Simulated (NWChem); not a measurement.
# C2H4AlF; SMILES C=[CH][AlH][F]

```xyz
8

Al    -0.3821     0.5831     0.0000
H     -1.9735     0.6422     0.0000
F      0.4516     2.0439     0.0000
C      0.5795    -1.1033     0.0000
C     -0.1346    -2.2532     0.0000
H      1.6826    -1.1872     0.0000
H      0.3362    -3.2542     0.0000
H     -1.2414    -2.2557     0.0000
```
Atoms are numbered in this order, from 1.

Results from NWChem. Pople sets run with spherical d functions. Coordinates come from a PBE-D3(BJ)/def2-SVP optimisation. B3LYP is NWChem's, with the RPA form of VWN correlation. Field at 589 nm.

For level B3LYP/def2-SVPD:

```
Property                          Result
--------------------------------  ------
isotropic polarisability (bohr³)    53.4
anisotropy (bohr³)                  24.6
```

Q: How do the values read with level B3LYP/6-31G* instead?

A: 
| Item | Result |
|---|---|
| isotropic polarisability (bohr³) | 43.8 |
| anisotropy (bohr³) | 29.7 |
